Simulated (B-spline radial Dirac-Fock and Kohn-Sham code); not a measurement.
Dipole and non-dipole photoemission parameters of Eu 5p3/2

System: the free europium atom in the configuration [Xe] 4f7 6s2; threshold 25.91 eV (orbital energy of the model). Level of theory: Dirac-Hartree-Slater photoionisation with a Latter tail; cross sections with all multipoles, angular parameters from the dipole term and its interference with E2; a radial B-spline solver.

Input of the calculation (task.json; shells as n, l, electrons):

```json
{"items": [{
  "Z": 63,
  "q": 0,
  "cfg": [[1, 0, 2], [2, 0, 2], [2, 1, 6], [3, 0, 2], [3, 1, 6], [3, 2, 10], [4, 0, 2], [4, 1, 6], [4, 2, 10], [4, 3, 7], [5, 0, 2], [5, 1, 6], [6, 0, 2]],
  "A": 153,
  "rrms": 5.1115,
  "do": "xps",
  "hv": [60, 150, 200, 210.0, 284.0, 310.0, 353.0, 400, 800, 854.0, 1130.0, 1140.0, 1440.0, 1486.9, 2984.4, 3090.0, 3130.0, 3180.0, 3240.0, 3580.0, 5030.0, 5414.7, 6350.0, 6780.0, 6910.0, 7420.0, 7520.0, 7870.0, 7990.0, 13700.0],
  "edges": {"K": 48519.0, "L1": 8052.0, "L2": 7617.0, "L3": 6977.0, "M1": 1800.0, "M2": 1614.0, "M3": 1481.0, "M4": 1158.6, "M5": 1127.5, "N1": 360.0, "N2": 284.0, "N3": 257.0, "N4": 133.0, "N5": 127.7}
}]}
```

Run with: `python xray2_run.py task.json out`

For linearly polarised light dσ/dΩ = σ/(4π) [1 + β P₂(cos θ) + (δ + γ cos²θ) sin θ cos φ], with θ from the polarisation vector and φ the angle between the beam and the projection of the electron momentum on the plane normal to the polarisation.

| hν (eV) | σ (kb) | β | γ | δ |
| --- | --- | --- | --- | --- |
| 60 | 739 | 1.139 | 0.307 | -0.030 |
| 150 | 134 | 0.059 | -0.066 | 0.024 |
| 200 | 101 | 0.452 | -0.012 | 0.032 |
| 210 | 96.7 | 0.517 | 0.005 | 0.032 |
| 284 | 70.9 | 0.880 | 0.123 | 0.027 |
| 310 | 64.4 | 0.968 | 0.155 | 0.025 |
| 353 | 55.6 | 1.088 | 0.194 | 0.021 |
| 400 | 47.9 | 1.190 | 0.222 | 0.017 |
| 800 | 19.0 | 1.564 | 0.174 | 0.002 |
| 854 | 17.2 | 1.586 | 0.155 | 0.001 |
| 1130 | 11.1 | 1.662 | 0.069 | 0.000 |
| 1140 | 11.0 | 1.664 | 0.067 | 0.000 |
| 1440 | 7.40 | 1.706 | 0.004 | 0.000 |
| 1486.9 | 7.00 | 1.711 | -0.003 | 0.000 |
| 2984.4 | 1.87 | 1.741 | 0.037 | 0.004 |
| 3090 | 1.74 | 1.739 | 0.051 | 0.005 |
| 3130 | ? | ? | ? | ? |
| 3180 | 1.64 | 1.738 | 0.063 | 0.005 |
| 3240 | 1.58 | 1.737 | 0.072 | 0.005 |
| 3580 | 1.28 | 1.730 | 0.123 | 0.006 |
| 5030 | 0.605 | 1.691 | 0.371 | 0.011 |
| 5414.7 | 0.511 | 1.680 | 0.438 | 0.012 |
| 6350 | 0.352 | 1.652 | 0.600 | 0.016 |
| 6780 | 0.301 | 1.639 | 0.672 | 0.018 |
| 6910 | 0.288 | 1.635 | 0.693 | 0.019 |
| 7420 | 0.242 | 1.620 | 0.777 | 0.021 |
| 7520 | 0.234 | 1.617 | 0.793 | 0.022 |
| 7870 | 0.210 | 1.607 | 0.848 | 0.024 |
| 7990 | 0.202 | 1.603 | 0.867 | 0.024 |
| 13700 | 0.0496 | 1.449 | 1.597 | 0.061 |

Q: Give the values at 3130 eV.

A: σ = 1.69 kb, β = 1.739, γ = 0.056, δ = 0.005.
